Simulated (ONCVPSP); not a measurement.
Be: one change to an ONCV potential, before and after

* Element: Be
* Generator: ONCVPSP 4.0.1
* Type: optimised norm-conserving Vanderbilt (ONCV)
* Functional: PBE
* Relativity: scalar-relativistic
* Frozen core: none
* Valence charge: 4
* Reference configuration: 1s2 2s2
* Partial waves: 1s+2s: rc 0.75 bohr, ncon 4, nbas 8, qcut 15.9 1/bohr, 2 projectors; p scattering state at 0.06 Ha: rc 0.60 bohr, ncon 4, nbas 8, qcut 12.2 1/bohr, 2 projectors, debl 3.4 Ha
* Local potential: polynomial inside 0.50 bohr (lpopt 5, dvloc0 -1 Ha)
* Core correction: none

Change: core [He], valence charge 2; reference 2s2; waves now 2s: rc 2.05 bohr, ncon 5, nbas 8, qcut 3.2 1/bohr, 2 projectors, debl 2.3 Ha; p scattering state at 0.27 Ha: rc 2.10 bohr, ncon 4, nbas 8, qcut 4.6 1/bohr, 1 projector; local potential polynomial inside 1.90 bohr (lpopt 5, dvloc0 1 Ha). In the p channel the program set the typed energies aside and used 0.050 Ha.

Cutoffs: the cutoffs (Ha) at which the residual kinetic energy of the hardest occupied pseudo-wave falls to 1 and 0.1 mHa per electron; they do not see the model core or the augmentation charge, which bear on the density cutoff. Errors are all-electron minus pseudo energies relative to the spin-unpolarised reference configuration.

Q: What does the change do?

A: The potential gets softer (94 Ha and 110 Ha → 5.7 Ha and 28 Ha); the number of tests with a reliable result goes from 4 to 3; neither file shows a bound ghost. The shells moved into the core no longer need plane waves of their own. Several settings change at once here, so the effects cannot be laid on one of them.

```json
{"quantity": "cutoff, loose", "base": "94 Ha", "changed": "5.7 Ha"}
{"quantity": "cutoff, tight", "base": "110 Ha", "changed": "28 Ha"}
{"quantity": "bound ghosts", "base": "none", "changed": "none"}
{"quantity": "GHOST(+) flags under 300 eV", "base": "none", "changed": "none"}
{"quantity": "tests with a reliable result", "base": "4 of 4", "changed": "3 of 4"}
```

Changed file: The cutoffs count occupied waves only; projector 2 of the s channel, the hardest unoccupied one, needs 17 Ha at the loose tolerance.
